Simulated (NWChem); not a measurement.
# CH$_{5}$Si, doublet; SMILES C[SiH2]

```xyz
7

C     -0.0084     1.2099     0.0000
Si    -0.1210    -0.6706     0.0000
H     -0.4983     1.6311     0.8908
H     -0.4983     1.6311    -0.8908
H      1.0441     1.5389     0.0000
H      0.5023    -1.2690     1.2235
H      0.5023    -1.2690    -1.2235
```
Atoms are numbered in this order, from 1.

Level: PBE0/def2-SVP, spin-unrestricted (NWChem), optimised geometry, unscaled harmonic frequencies. In the optimisation the excess spin sits in a' (Cs, its own frame).

| frequency (cm⁻¹) | IR intensity (km/mol) |
|---|---|
| 188 | 0.1 |
| 518 | 3.6 |
| 556 | 10.8 |
| 699 | 17.7 |
| 830 | 70.7 |
| 878 | 47.1 |
| 926 | 92.2 |
| 1255 | 10.2 |
| 1424 | 7.1 |
| 1428 | 6.2 |
| 2198 | 79.1 |
| 2220 | 144.8 |
| 3054 | 2.6 |
| 3155 | 0.8 |
| 3174 | 1.1 |

```yaml
zero_point_energy: 32.2 kcal/mol
thermal correction to the enthalpy at 298.15 K (with zero-point energy): 35.3 kcal/mol
heat capacity Cv: 13.0 cal/(mol K)
"entropy at 298.15 K and 1 atm (symmetry number 1, electronic part: spin degeneracy alone)": 64.0 cal/(mol K)
dipole_moment: 0.86 D
```

Rigid rotor and harmonic oscillator.
